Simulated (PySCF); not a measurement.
A structure optimised at PBE-D3(BJ)/def2-SVP, used in a PySCF frequency run:

```
C
C 1 1.3463
F 2 1.3370 1 123.39
H 1 1.1039 2 116.82 3 0.00
H 2 1.1045 3 112.16 1 180.00
B 1 1.5565 4 122.94 2 180.00
F 6 1.3464 1 119.53 4 180.00
O 6 1.3633 7 115.79 1 180.00
H 8 0.9726 6 112.13 7 180.00
```

Problem. Write its SMILES, formula and point group.

Solution. OB(F)/C=C/F, C2H3BF2O, Cs

Problem. What are its rotational constants (standard atomic weights)?

Solution. 9.1318, 1.7313, 1.4554 GHz
